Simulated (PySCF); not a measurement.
How methods differ on the ionisation energy of Sn⁺

Sn⁺ [Kr] 4d10 5s2 5p1 (2P) → Sn²⁺ [Kr] 4d10 5s2 (1S), as a difference of total energies. All numbers are calculated (PySCF 2.14, scalar relativity through the core potential, in aug-cc-pwCVDZ-PP with ECP28MDF (6s5p4d1f, 48 functions)). Correlated levels: valence and next inner shell: nothing frozen outside the core potential. The calculations carry no spin-orbit coupling.

```csv
method,ionisation energy (eV),error (eV)
UHF,13.728,-0.554
MP2 (valence and next inner shell),13.979,-0.303
SCS-MP2 (valence and next inner shell),13.915,-0.367
CCSD (valence and next inner shell),14.016,-0.266
CCSD(T) (valence and next inner shell),14.021,-0.261
```

Reference: 14.282 eV (measured; NIST levels, between the centres of gravity of the two terms).

Errors of the correlated levels include the incompleteness of this basis.
